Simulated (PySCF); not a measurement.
A structure optimised at PBE0-D3(BJ)/def2-SVP, used in a PySCF frequency run:

```xyz
4

Cd    -0.0104    -0.3802     0.0000
I      0.0048     2.2188     0.0000
Se    -0.0351    -2.8374     0.0000
H      1.4376    -2.8779     0.0000
```

### Question
Write its SMILES, formula and point group.

### Answer
[SeH][Cd][I], CdHISe, Cs

### Question
What are its rotational constants (standard atomic weights)?

### Answer
233.95, 0.39337, 0.39271 GHz
